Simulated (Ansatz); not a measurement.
Ideal-gas functions of `O=C(S)BF` at 298.15 K and 1 bar, from an Ansatz frequency run at PBE0-D4/def2-TZVP.

Molar mass 91.9 g/mol, point group C1 (symmetry number 1), electronic degeneracy 1, moments of inertia 64.874, 206.95, 261.412 u Å². Harmonic wavenumbers (cm⁻¹, unscaled): 33, 185, 243, 341, 400, 512, 732, 833, 899, 1019, 1124, 1396, 1782, 2633, 2701.

Use S(trans) = R[1.5 ln M + 2.5 ln T − 1.1517]; rotational temperatures θ = 24.2544 K / I; S(rot) = R[ln(√π/σ · √(T³/θAθBθC)) + 1.5]; for each mode x = 1.438777 ν̃/T, S = R[x/(eˣ − 1) − ln(1 − e⁻ˣ)] and H = RT x/(eˣ − 1); 1 cm⁻¹ = 0.0119627 kJ/mol; R = 8.31446 J/(mol·K).

**Question.** By hand: the entropy, in J/(mol·K).

**Answer.** Translation 165.2. Rotation: θ = 0.3739, 0.1172, 0.0928 K, giving 111.2. Vibration, mode by mode: 23.60, 9.53, 7.45, 5.05, 4.03, 2.63, 1.13, 0.76, 0.59, 0.36, 0.24, 0.08, 0.01, 0.00, 0.00, in all 55.5. Electronic 0.0. Sum 331.9 J/(mol·K).

**Question.** By hand: H − E and G − E in kJ/mol, counted from the electronic energy.

**Answer.** Zero-point energy ½ × 14833 × 0.0119627 = 88.7; thermal vibration 8.2; translation, rotation and pV give 4 RT = 9.9. H − E = 106.8 kJ/mol, and G − E = 106.8 − 298.15 × 331.9/1000 = 7.8 kJ/mol.

Vibration gives 17 % of the entropy, 23.6 J/(mol·K) of it from the mode under 150 cm⁻¹: soft modes count most, and the harmonic formula is weakest for them. The sum counts one conformer and one mirror image; others add a mixing term.
